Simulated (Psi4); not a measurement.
tellurium atom (Te), triplet (core potentials on Te); PBE/def2-QZVPPD (Psi4).

Psi4 was given this input:
```
memory 2 GB

molecule {
0 3
Te    0.00000000    0.00000000    0.00000000
}

set {
  basis def2-qzvppd
  reference uks
}

energy('pbe')
print_variables()
```

Output, abridged:

```
   => Loading Basis Set <=

    Name: DEF2-QZVPPD
    Role: ORBITAL
    Keyword: BASIS

    !!!  WARNING: ECP capability is in beta. Please check occupations closely.  !!!

         ---------------------------------------------------------
                                   SCF
               by Justin Turney, Rob Parrish, Andy Simmonett
                          and Daniel G. A. Smith
                              UKS Reference
         ---------------------------------------------------------

  ==> Geometry <==

    Molecular point group: d2h
    Geometry (in Angstrom), charge = 0, multiplicity = 3:

       Center              X                  Y                   Z               Mass
    ------------   -----------------  -----------------  -----------------  -----------------
         TE           0.000000000000     0.000000000000     0.000000000000   129.906222748000

  Running in d2h symmetry.

  Rotational constants: A = ************  B = ************  C = ************ [cm^-1]
  Rotational constants: A = ************  B = ************  C = ************ [MHz]
  Nuclear repulsion =    0.000000000000000

  Charge       = 0
  Multiplicity = 3
  Electrons    = 24
  Nalpha       = 13
  Nbeta        = 11

  ==> Algorithm <==

  SCF Algorithm Type is DF.
  DIIS enabled.
  MOM disabled.
  Fractional occupation disabled.
  Guess Type is CORE.
  Energy threshold   = 1.00e-06
  Density threshold  = 1.00e-06
  Integral threshold = 1.00e-12

  ==> Primary Basis <==

  Basis Set: DEF2-QZVPPD
    Blend: DEF2-QZVPPD
    Number of shells: 25
    Number of basis functions: 91
    Number of Cartesian functions: 114
    Spherical Harmonics?: true
    Max angular momentum: 4

  Core potential: DEF2-QZVPPD
    Number of shells: 4
    Number of ECP primitives: 18
    Number of ECP core electrons: 28
    Max angular momentum: 3

  ==> DFT Potential <==

   => LibXC <=

    Version 7.1.2
    S. Lehtola, C. Steigemann, M. J. T. Oliveira, and M. A. L. Marques,  SoftwareX 7, 1–5 (2018) (10.1016/j.softx.2017.11.002)

   => Composite Functional: PBE <=

    PBE GGA Exchange-Correlation Functional

    J.P. Perdew et. al., Phys. Rev. Lett., 77(18), 3865-3868, 1996

    Deriv               =              1
    GGA                 =           TRUE
    Meta                =          FALSE

    Exchange Hybrid     =          FALSE
    MP2 Hybrid          =          FALSE

   => Exchange Functionals <=

    1.0000     XC_GGA_X_PBE

   => Correlation Functionals <=

    1.0000     XC_GGA_C_PBE

   => LibXC Density Thresholds  <==

    XC_GGA_C_PBE:  1.00E-12
    XC_GGA_X_PBE:  1.00E-15

   => Molecular Quadrature <=

    Radial Scheme          =       TREUTLER
    Pruning Scheme         =           NONE
    Nuclear Scheme         =       TREUTLER

    Blocking Scheme        =         OCTREE
    BS radius alpha        =              1
    Pruning alpha          =              1
    Radial Points          =             75
    Spherical Points       =            302
    Total Points           =          22342
    Total Blocks           =            256
    Max Points             =            254
    Max Functions          =             91
    Weights Tolerance      =       1.00E-15

   => Loading Basis Set <=

    Name: (DEF2-QZVPPD AUX)
    Role: JKFIT
    Keyword: DF_BASIS_SCF

  ==> Integral Setup <==

  SCF_SUBTYPE=INCORE selected. In-core MEM_DF algorithm will be used.
  Using in-core AOs.

  ==> MemDFJK: Density-Fitted J/K Matrices <==

    J tasked:                   Yes
    K tasked:                    No
    wK tasked:                   No
    Algorithm:                 Core
    Schwarz Cutoff:           1E-12
    Mask sparsity (%):       0.0000
    Fitting Condition:        1E-10

   => Auxiliary Basis Set <=

  Basis Set: (DEF2-QZVPPD AUX)
    Blend: DEF2-UNIVERSAL-JKFIT
    Number of shells: 46
    Number of basis functions: 218
    Number of Cartesian functions: 309
    Spherical Harmonics?: true
    Max angular momentum: 5

  Minimum eigenvalue in the overlap matrix is 1.0117495103E-03.
  Reciprocal condition number of the overlap matrix is 2.1473042776E-04.
    Using symmetric orthogonalization.

  ==> Pre-Iterations <==

  SCF Guess: Core (One-Electron) Hamiltonian.

   -------------------------------------------------------
    Irrep   Nso     Nmo     Nalpha   Nbeta   Ndocc  Nsocc
   -------------------------------------------------------
     Ag        21      21       3       3       3       0
     B1g        7       7       1       1       1       0
     B2g        7       7       1       1       1       0
     B3g        7       7       1       1       1       0
     Au         4       4       1       1       1       0
     B1u       15      15       2       1       1       1
     B2u       15      15       2       2       2       0
     B3u       15      15       2       1       1       1
   -------------------------------------------------------
    Total      91      91      13      11      11       2
   -------------------------------------------------------

  ==> Iterations <==

                           Total Energy        Delta E     RMS |[F,P]|

    Occupation by irrep:
             Ag   B1g   B2g   B3g    Au   B1u   B2u   B3u
    DOCC [     3,    0,    1,    1,    0,    2,    2,    2 ]
    SOCC [     1,    1,    0,    0,    0,    0,    0,    0 ]
    NA   [     4,    1,    1,    1,    0,    2,    2,    2 ]
    NB   [     3,    0,    1,    1,    0,    2,    2,    2 ]

   @DF-UKS iter   1:  -223.10002687405594   -2.23100e+02   3.76764e-01 ADIIS
    Occupation by irrep:
             Ag   B1g   B2g   B3g    Au   B1u   B2u   B3u
    DOCC [     4,    1,    1,    1,    0,    2,    1,    1 ]
    SOCC [     0,    0,    0,    0,    0,    0,    1,    1 ]
    NA   [     4,    1,    1,    1,    0,    2,    2,    2 ]
    NB   [     4,    1,    1,    1,    0,    2,    1,    1 ]

   @DF-UKS iter   2:  -140.16188883720685    8.29381e+01   4.75253e-01 ADIIS
    Occupation by irrep:
             Ag   B1g   B2g   B3g    Au   B1u   B2u   B3u
    DOCC [     4,    1,    1,    1,    0,    1,    2,    1 ]
    SOCC [     0,    0,    0,    0,    0,    1,    0,    1 ]
    NA   [     4,    1,    1,    1,    0,    2,    2,    2 ]
    NB   [     4,    1,    1,    1,    0,    1,    2,    1 ]

   @DF-UKS iter   3:  -265.35415177512687   -1.25192e+02   1.16427e-01 ADIIS
    Occupation by irrep:
             Ag   B1g   B2g   B3g    Au   B1u   B2u   B3u
    DOCC [     4,    1,    1,    1,    0,    2,    1,    1 ]
    SOCC [     0,    0,    0,    0,    0,    0,    1,    1 ]
    NA   [     4,    1,    1,    1,    0,    2,    2,    2 ]
    NB   [     4,    1,    1,    1,    0,    2,    1,    1 ]

   @DF-UKS iter   4:  -266.93968270933499   -1.58553e+00   6.54079e-02 ADIIS/DIIS
    Occupation by irrep:
             Ag   B1g   B2g   B3g    Au   B1u   B2u   B3u
    DOCC [     4,    1,    1,    1,    0,    1,    2,    1 ]
    SOCC [     0,    0,    0,    0,    0,    1,    0,    1 ]
    NA   [     4,    1,    1,    1,    0,    2,    2,    2 ]
    NB   [     4,    1,    1,    1,    0,    1,    2,    1 ]

   @DF-UKS iter   5:  -267.81724939316564   -8.77567e-01   2.10702e-02 ADIIS/DIIS
    Occupation by irrep:
             Ag   B1g   B2g   B3g    Au   B1u   B2u   B3u
    DOCC [     4,    1,    1,    1,    0,    2,    1,    1 ]
    SOCC [     0,    0,    0,    0,    0,    0,    1,    1 ]
    NA   [     4,    1,    1,    1,    0,    2,    2,    2 ]
    NB   [     4,    1,    1,    1,    0,    2,    1,    1 ]

   @DF-UKS iter   6:  -267.95249230330001   -1.35243e-01   6.51982e-03 ADIIS/DIIS
    Occupation by irrep:
             Ag   B1g   B2g   B3g    Au   B1u   B2u   B3u
    DOCC [     4,    1,    1,    1,    0,    1,    2,    1 ]
    SOCC [     0,    0,    0,    0,    0,    1,    0,    1 ]
    NA   [     4,    1,    1,    1,    0,    2,    2,    2 ]
    NB   [     4,    1,    1,    1,    0,    1,    2,    1 ]

   @DF-UKS iter   7:  -267.96764507535761   -1.51528e-02   2.90414e-03 ADIIS/DIIS
   @DF-UKS iter   8:  -267.97201285194780   -4.36778e-03   1.65642e-03 ADIIS/DIIS
   @DF-UKS iter   9:  -267.97330387215726   -1.29102e-03   1.14913e-03 ADIIS/DIIS
   @DF-UKS iter  10:  -267.97425768745910   -9.53815e-04   5.48942e-04 ADIIS/DIIS
   @DF-UKS iter  11:  -267.97454113007649   -2.83443e-04   1.74065e-05 DIIS
   @DF-UKS iter  12:  -267.97454142369406   -2.93618e-07   1.03115e-06 DIIS
   @DF-UKS iter  13:  -267.97454142462766   -9.33596e-10   1.30746e-07 DIIS
  Energy and wave function converged.

  ==> Post-Iterations <==

   Electrons on quadrature grid:
      Nalpha   =   13.0000000000 ; deviation = 5.610e-12
      Nbeta    =   11.0000000000 ; deviation = 5.647e-12
      Ntotal   =   24.0000000000 ; deviation = 1.126e-11

   @Spin Contamination Metric:   3.408666710E-03
   @S^2 Expected:                2.000000000E+00
   @S^2 Observed:                2.003408667E+00
   @S   Expected:                1.000000000E+00
   @S   Observed:                1.000000000E+00

    Orbital Energies [Eh]
    ---------------------

    Alpha Occupied:

[...]
       2B2u   -0.214183

    Alpha Virtual:

[...]
    Beta Occupied:

[...]
    Beta Virtual:

[...]
    Final Occupation by Irrep:
             Ag   B1g   B2g   B3g    Au   B1u   B2u   B3u
    DOCC [     4,    1,    1,    1,    0,    1,    2,    1 ]
    SOCC [     0,    0,    0,    0,    0,    1,    0,    1 ]
    NA   [     4,    1,    1,    1,    0,    2,    2,    2 ]
    NB   [     4,    1,    1,    1,    0,    1,    2,    1 ]

  @DF-UKS Final Energy:  -267.97454142462766

   => Energetics <=

    Nuclear Repulsion Energy =              0.0000000000000000
    One-Electron Energy =                -466.8319426397217171
    Two-Electron Energy =                 219.5834575526193362
    DFT Exchange-Correlation Energy =     -20.7260563375252644
    Empirical Dispersion Energy =           0.0000000000000000
    VV10 Nonlocal Energy =                  0.0000000000000000
    Total Energy =                       -267.9745414246276596

  UHF NO Occupations:
  HONO-2 :    2B2u 1.9991785
  HONO-1 :    2B1u 1.0000000
  HONO-0 :    2B3u 1.0000000
  LUNO+0 :    3B2u 0.0008215
  LUNO+1 :    5 Ag 0.0007733
  LUNO+2 :    6 Ag 0.0000388
  LUNO+3 :    2B2g 0.0000388

Computation Completed

Properties will be evaluated at   0.000000,   0.000000,   0.000000 [a0]

Properties computed using the SCF density matrix

 Multipole Moments:

 ------------------------------------------------------------------------------------
     Multipole            Electronic (a.u.)      Nuclear  (a.u.)        Total (a.u.)
 ------------------------------------------------------------------------------------

 L = 1.  Multiply by 2.5417464519 to convert [e a0] to [Debye]
 Dipole X            :          0.0000000            0.0000000            0.0000000
 Dipole Y            :          0.0000000            0.0000000            0.0000000
 Dipole Z            :          0.0000000            0.0000000            0.0000000
 Magnitude           :                                                    0.0000000

 ------------------------------------------------------------------------------------

  Variable Map:
  ----------------------------------------------------------------------------
[...]
  Array Variable Map:
  ----------------------------------------------------------------------------
[...]
[...]
```
